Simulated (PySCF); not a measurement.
H3NSe. Atoms are numbered in the order given.

```xyz
5

Se     0.0431     0.3880     0.0000
H     -1.4201     0.6308     0.0000
N      0.0935    -1.4523     0.0000
H     -0.3495    -1.8282    -0.8271
H     -0.3495    -1.8282     0.8271
```

Coordinates come from a PBE0-D3(BJ)/def2-TZVP optimisation.

These are PBE0/pcSseg-2 (PySCF) values and carry that method's errors.

GIAO shieldings, no solvent; atoms alike by connectivity are averaged. δ = σ(ref) − σ: ⁷⁷Se against Me2Se (σ = 1739.2 ppm); ¹H against TMS (σ = 31.54 ppm); ¹⁵N against NH3 (σ = 263.3 ppm), references at their B3LYP-D3(BJ)/def2-TZVP geometries, non-relativistic.

```json
[
 {"atoms": "Se1", "nucleus": "⁷⁷Se", "count": "1", "δ (ppm)": "___"},
 {"atoms": "H2", "nucleus": "¹H", "count": "1", "δ (ppm)": "5.32"},
 {"atoms": "H4, H5", "nucleus": "¹H", "count": "2", "δ (ppm)": "___"},
 {"atoms": "N3", "nucleus": "¹⁵N", "count": "1", "δ (ppm)": "-9.5"}
]
```

### Question
Fill in the missing entries. (The exact figures need the calculation; the answer reports its results.)

### Answer

- H4, H5, δ (ppm): 1.27
- Se1, δ (ppm): 325.4
